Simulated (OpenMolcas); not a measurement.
What dynamic correlation does to the levels of In

```
Program             : OpenMolcas
Basis               : ANO-RCC [10s9p8d5f3g]
Scalar Hamiltonian  : DKH2, point nucleus
Active space        : 3 electrons in 9 orbitals (RAS2 5s 5p; RAS3 5d, at most 2 electrons)
State averaging     : 2S+1 = 4 odd, 1 root (0 in the spin-orbit step); 2S+1 = 2 odd, 3 roots; 2S+1 = 4 even, 3 roots; 2S+1 = 2 even, 5 roots
Spin-orbit coupling : state interaction with AMFI integrals over the reference wave functions, term energies averaged over their components
```

Methods on the same reference wave functions:
A. RASSCF
B. SS-RASPT2, IPEA 0.25 Eh, imaginary shift 0.1 Eh (closed shells correlated: 4d)

Energies in cm-1 above 5s2 5p 2P* 1/2, the measured ground level; measured values from NIST Handbook of Basic Atomic Spectroscopic Data.

```json
{"Level": "5s2 5p 2P* 1/2", "A": "0.0", "B": "0.0", "Measured": "0.0"}
{"Level": "5s2 5p 2P* 3/2", "A": "2174", "B": "2170", "Measured": "2213"}
{"Level": "5s 5p2 4P 1/2", "A": "28967", "B": "34860", "Measured": "34978"}
{"Level": "5s 5p2 4P 3/2", "A": "29714", "B": "35560", "Measured": "36021"}
```

Deviations, from unrounded energies. A percentage is the sum of absolute deviations over the sum of measured energies, with the sign that they share, or ± where signs differ.

```csv
Against measurement,Levels,A,B
mean absolute deviation (cm-1),3,4100,210
fine structure of the ground term (%),1,-1.8,-1.8
other configurations (%),2,-17.3,-0.8
```

B lies closest to measurement on these levels. The largest miss of B in the table is 5s 5p2 4P 3/2, by -460 cm-1. The ranking rests on the paired levels alone, and a cruder setting can come out closer through cancelling errors.

The lowest spin-free term lies below A's lowest term by 0.461 hartree in B.

Some high roots are left out of the spin-orbit mixing, which shifts the levels that they would mix with. The run also gave levels led by 5s2 5d, which use shells meant for correlation; these and all levels above them are left out. Without dynamic correlation excited terms often stand tens of per cent too high (terms of higher spin than the ground term too low), and those without a measured partner can miss by more than the paired ones (holds for A). Measured partners are found by configuration, term and J. A level has none where our copy of the source lacks it or the pairing is in doubt (some pairs that miss far off the trend of their configuration count as doubtful), and it then counts in no deviation. Levels of configurations outside the active space are missing. Levels that lie high or do not pair safely by name in every column are left out.

* marks odd parity.
